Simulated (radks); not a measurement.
All-electron atom: Ge2+ in [Ar] 3d10 4s1 4f1 (not the ground configuration). Calculated with a radial shooting solver on a logarithmic mesh with Libxc functionals: scalar-relativistic Kohn-Sham, BLYP, spin-polarised, spherical densities, finite nucleus; open shells are filled with parallel spins first; Fermi nuclear charge, rms radius 4.0742 fm.

Radial electron density D(r) = 4 pi r^2 rho(r):

```
   r/bohr * D(r) (the largest magnitude, 45.6, reaches the edge; | marks zero)
 0.002843 |  *
  0.00331 |  *
 0.003823 |   *
 0.004451 |     *
  0.00514 |      *
 0.005984 |        *
 0.006966 |           *
 0.008045 |             *
 0.009365 |                 *
  0.01082 |                     *
  0.01259 |                         *
  0.01454 |                             *
  0.01693 |                                  *
  0.01955 |                                      *
  0.02276 |                                          *
   0.0265 |                                             *
   0.0306 |                                              *
  0.03562 |                                              *
  0.04114 |                                             *
   0.0479 |                                          *
  0.05531 |                                        *
  0.06439 |                                      *
  0.07437 |                                      *
  0.08658 |                                        *
   0.1008 |                                             *
   0.1164 |                                                  *
   0.1355 |                                                      *
   0.1565 |                                                      *
   0.1822 |                                                  *
   0.2104 |                                           *
   0.2449 |                                   *
   0.2829 |                             *
   0.3293 |                           *
   0.3834 |                             *
   0.4428 |                                *
   0.5154 |                                  *
   0.5953 |                                *
    0.693 |                           *
   0.8003 |                    *
   0.9317 |             *
    1.076 |        *
    1.253 |    *
    1.458 |  *
    1.684 | *
    1.961 |*
    2.264 |*
    2.636 *
    3.044 *
    3.544 *
    4.093 *
    4.765 *
    5.547 *
    6.406 *
    7.458 *
    8.613 *
    10.03 *
    11.58 *
    13.48 *
    15.57 *
```

D(r) has 4 maxima, at r = 0.0329, 0.148, 0.515, 5.04 bohr, and minima at 0.0698, 0.327, 3.57 bohr, inside which lie 2.09, 10.98, 29.12 electrons.
